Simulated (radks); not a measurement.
Problem. The mean radii <r> (bohr) of the occupied orbitals of an atom or ion are listed with their occupations. All-electron calculation, scalar-relativistic Kohn-Sham, r2SCAN, spin-polarised, spherical densities, finite nucleus; meta-GGA in the generalised Kohn-Sham scheme; Fermi nuclear charge, rms radius of each element as measured or else 0.836 A^(1/3) + 0.57 fm. Program: a radial shooting solver on a logarithmic mesh with Libxc functionals.

| orbital | occ. | <r> |
|---|---|---|
| 1s up | 1 | 0.03707 |
| 1s down | 1 | 0.03707 |
| 2s up | 1 | 0.1625 |
| 2s down | 1 | 0.1625 |
| 2p up | 3 | 0.1417 |
| 2p down | 3 | 0.1417 |
| 3s up | 1 | 0.4573 |
| 3s down | 1 | 0.4574 |
| 3p up | 3 | 0.4614 |
| 3p down | 3 | 0.4614 |
| 3d up | 5 | 0.4526 |
| 3d down | 5 | 0.4525 |
| 4s up | 1 | 1.221 |
| 4s down | 1 | 1.213 |
| 4p up | 3 | 1.377 |
| 4p down | 3 | 1.359 |
| 5s up | 1 | 3.361 |
| 4d up | 2 | 2.135 |

Name the element and its charge. Open shells, if any, are filled with parallel spins first.

Solution. Z = 40, zirconium, charge +1: Zr+ in [Kr] 4d2 5s1. The 1s radius gives Z: for a bare nucleus <r> = (2 gamma + 1)/(2Z) with gamma = sqrt(1 - (Z/c)^2), 0.03641 bohr for Z = 40, and screening makes it slightly larger (0.03707 here). The occupations add up to 39, and the charge is Z minus that.
